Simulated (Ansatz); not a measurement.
An input meant for `CN(C)c1ccc(C#Cc2ccc(C#Cc3ccc(C#Cc4ccc(C#Cc5ccc(C#Cc6ccc(C#CC#N)cc6)cc5)cc4)cc3)cc2)cc1` (charge 0, singlet).

```yaml
crystal:
  periodic: [false, false, false]
  atoms:
    - {symbol: C, position_ang: [19.688062, -0.831616, -0.628007]}
    - {symbol: N, position_ang: [18.907591, 0.389107, -0.657358]}
    - {symbol: C, position_ang: [19.575939, 1.672053, -0.744550]}
    - {symbol: C, position_ang: [17.530060, 0.329979, -0.602204]}
    - {symbol: C, position_ang: [16.735311, 1.513556, -0.626909]}
    - {symbol: C, position_ang: [15.346022, 1.448630, -0.569912]}
    - {symbol: C, position_ang: [14.661512, 0.206983, -0.487131]}
    - {symbol: C, position_ang: [13.246126, 0.147699, -0.430430]}
    - {symbol: C, position_ang: [12.012815, 0.098993, -0.381211]}
    - {symbol: C, position_ang: [10.597439, 0.048888, -0.325215]}
    - {symbol: C, position_ang: [9.906475, -1.195894, -0.329229]}
    - {symbol: C, position_ang: [8.516264, -1.243197, -0.276345]}
    - {symbol: C, position_ang: [7.746681, -0.048183, -0.214097]}
    - {symbol: C, position_ang: [6.330142, -0.093318, -0.160003]}
    - {symbol: C, position_ang: [5.096698, -0.125842, -0.113870]}
    - {symbol: C, position_ang: [3.680094, -0.153968, -0.061814]}
    - {symbol: C, position_ang: [2.966127, -1.378943, -0.181402]}
    - {symbol: C, position_ang: [1.575110, -1.402963, -0.133857]}
    - {symbol: C, position_ang: [0.830367, -0.203468, 0.038604]}
    - {symbol: C, position_ang: [-0.587071, -0.224164, 0.086315]}
    - {symbol: C, position_ang: [-1.820843, -0.233620, 0.126491]}
    - {symbol: C, position_ang: [-3.238442, -0.234796, 0.170987]}
    - {symbol: C, position_ang: [-3.957557, 0.960059, 0.449744]}
    - {symbol: C, position_ang: [-5.348777, 0.962556, 0.492269]}
    - {symbol: C, position_ang: [-6.087104, -0.228796, 0.253769]}
    - {symbol: C, position_ang: [-7.505243, -0.222351, 0.291773]}
    - {symbol: C, position_ang: [-8.739117, -0.209499, 0.323329]}
    - {symbol: C, position_ang: [-10.156796, -0.188056, 0.358052]}
    - {symbol: C, position_ang: [-10.915008, -1.318605, -0.055793]}
    - {symbol: C, position_ang: [-12.306557, -1.293248, -0.026820]}
    - {symbol: C, position_ang: [-13.004014, -0.137667, 0.421564]}
    - {symbol: C, position_ang: [-14.421981, -0.110094, 0.450968]}
    - {symbol: C, position_ang: [-15.655635, -0.082586, 0.475593]}
    - {symbol: C, position_ang: [-17.072980, -0.048440, 0.502877]}
    - {symbol: C, position_ang: [-17.837405, -1.118580, -0.039519]}
    - {symbol: C, position_ang: [-19.228744, -1.084789, -0.015413]}
    - {symbol: C, position_ang: [-19.913862, 0.022618, 0.554870]}
    - {symbol: C, position_ang: [-21.330548, 0.058501, 0.580287]}
    - {symbol: C, position_ang: [-22.565891, 0.090429, 0.602343]}
    - {symbol: C, position_ang: [-23.933615, 0.125979, 0.626666]}
    - {symbol: N, position_ang: [-25.114224, 0.156777, 0.647639]}
    - {symbol: C, position_ang: [-19.153866, 1.093443, 1.099710]}
    - {symbol: C, position_ang: [-17.762660, 1.057725, 1.072698]}
    - {symbol: C, position_ang: [-12.246727, 0.991649, 0.838916]}
    - {symbol: C, position_ang: [-10.855449, 0.967787, 0.805454]}
    - {symbol: C, position_ang: [-5.368924, -1.423548, -0.025605]}
    - {symbol: C, position_ang: [-3.977287, -1.426905, -0.063971]}
    - {symbol: C, position_ang: [1.543605, 1.021261, 0.161044]}
    - {symbol: C, position_ang: [2.934147, 1.045620, 0.110436]}
    - {symbol: C, position_ang: [8.436074, 1.196597, -0.208596]}
    - {symbol: C, position_ang: [9.825932, 1.244004, -0.264100]}
    - {symbol: C, position_ang: [15.453878, -0.971364, -0.463804]}
    - {symbol: C, position_ang: [16.843798, -0.917077, -0.518241]}
    - {symbol: H, position_ang: [20.762753, -0.581085, -0.682523]}
    - {symbol: H, position_ang: [19.522034, -1.413869, 0.306777]}
    - {symbol: H, position_ang: [19.451804, -1.501842, -1.485467]}
    - {symbol: H, position_ang: [19.352339, 2.322485, 0.131361]}
    - {symbol: H, position_ang: [20.669030, 1.514551, -0.776775]}
    - {symbol: H, position_ang: [19.286710, 2.234838, -1.661073]}
    - {symbol: H, position_ang: [17.211817, 2.499933, -0.691552]}
    - {symbol: H, position_ang: [14.759348, 2.378758, -0.590395]}
    - {symbol: H, position_ang: [10.489222, -2.127497, -0.376077]}
    - {symbol: H, position_ang: [7.996153, -2.212420, -0.281077]}
    - {symbol: H, position_ang: [3.530907, -2.313026, -0.314708]}
    - {symbol: H, position_ang: [1.035158, -2.356271, -0.229269]}
    - {symbol: H, position_ang: [-3.397087, 1.887951, 0.633046]}
    - {symbol: H, position_ang: [-5.893573, 1.892582, 0.709319]}
    - {symbol: H, position_ang: [-10.385573, -2.217420, -0.403779]}
    - {symbol: H, position_ang: [-12.882327, -2.172142, -0.351571]}
    - {symbol: H, position_ang: [-17.313744, -1.977570, -0.483048]}
    - {symbol: H, position_ang: [-19.810736, -1.915915, -0.439028]}
    - {symbol: H, position_ang: [-19.677663, 1.952271, 1.543522]}
    - {symbol: H, position_ang: [-17.180858, 1.889285, 1.495567]}
    - {symbol: H, position_ang: [-12.776039, 1.890070, 1.188390]}
    - {symbol: H, position_ang: [-10.279385, 1.847121, 1.128203]}
    - {symbol: H, position_ang: [-5.929172, -2.351289, -0.210710]}
    - {symbol: H, position_ang: [-3.432404, -2.357115, -0.279629]}
    - {symbol: H, position_ang: [0.978858, 1.955289, 0.295279]}
    - {symbol: H, position_ang: [3.474304, 1.998837, 0.204562]}
    - {symbol: H, position_ang: [7.853199, 2.128192, -0.160880]}
    - {symbol: H, position_ang: [10.346051, 2.213069, -0.260261]}
    - {symbol: H, position_ang: [14.952442, -1.948193, -0.399731]}
    - {symbol: H, position_ang: [17.406511, -1.858892, -0.495449]}
basis:
  gaussian: {orbitals: cc-pVTZ-PP, fitting: {mean_field: def2-universal-jkfit}, final_grid: {core_spheres: 5, valence_spheres: 4, degree: 11}}
hamiltonian: {xc: {name: BHLYP}, dispersion: d3bj}
scf: {omitted_lower_state_checks: [starts]}
output: {forces: true}
```

```sh
$ ansatz run in.yaml --threads 4 --pin off --events-out ev --progress --plain --max-ram 66560MiB --backend cuda --devices 0, --max-vram 37GiB
```

Output, abridged:

```
Functional definition: BHLYP
  name "BHLYP"
  cite "Becke, J. Chem. Phys. 98, 1372 (1993) doi:10.1063/1.464304"
  cite "Becke, Phys. Rev. A 38, 3098 (1988) doi:10.1103/PhysRevA.38.3098"
  cite "Lee, Yang & Parr, Phys. Rev. B 37, 785 (1988) doi:10.1103/PhysRevB.37.785"
  parameter a = 0.5
  exchange = (1 - a)*b88_x + a*exact_x
  correlation = lyp_c
these checks for a lower state are left out or cut short: starts
Error: [file] the basis set cc-pVTZ-PP has no functions for C
```

In this input the basis set is misnamed or doesn't suit the job. The input was rejected before any iteration.
